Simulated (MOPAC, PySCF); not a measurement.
C$_{3}$H$_{7}$B, SMILES `C1[C@@H](B1)C`, neutral singlet in the gas phase. 

Z-matrix (Å, degrees):
```
C
H 1 1.0969
C 1 1.5195 2 113.72
H 3 1.1001 1 111.27 2 59.07
H 3 1.1007 4 107.25 1 -122.01
H 3 1.1018 4 108.17 5 -115.39
B 1 1.5316 2 116.82 3 151.32
H 7 1.1915 1 149.60 2 -83.42
C 7 1.5300 8 149.17 1 169.26
H 9 1.0937 7 121.42 8 80.32
H 9 1.0964 10 112.10 1 -141.77
```
Charge 0, multiplicity 1.

All levels are single points at this geometry (PBE-D3(BJ)/def2-TZVP); Pople sets use spherical d functions. Orbital energies aren't observables, and empty levels follow the basis.

PBE-D3(BJ)/def2-TZVP in PySCF gives gap (eV) = 3.55.

Task: Estimate the gap (eV) from each of these levels: B3LYP/3-21G in PySCF; B3LYP/6-311+G** in PySCF; B3LYP/6-31G* in PySCF; BP86/6-31G* in PySCF; M06-2X/6-31G* in PySCF; HF/3-21G in PySCF; HF/6-31G* in PySCF; HF/STO-3G in PySCF; AM1 in MOPAC; PM3 in MOPAC; PM6 in MOPAC; PM7 in MOPAC.

Result: 
```tsv
level	gap (eV)
B3LYP/3-21G in PySCF	5.58
B3LYP/6-311+G** in PySCF	5.39
B3LYP/6-31G* in PySCF	5.53
BP86/6-31G* in PySCF	3.62
M06-2X/6-31G* in PySCF	8.05
HF/3-21G in PySCF	12.95
HF/6-31G* in PySCF	13.00
HF/STO-3G in PySCF	15.48
AM1 in MOPAC	11.11
PM3 in MOPAC	11.18
PM6 in MOPAC	9.57
PM7 in MOPAC	9.48
```
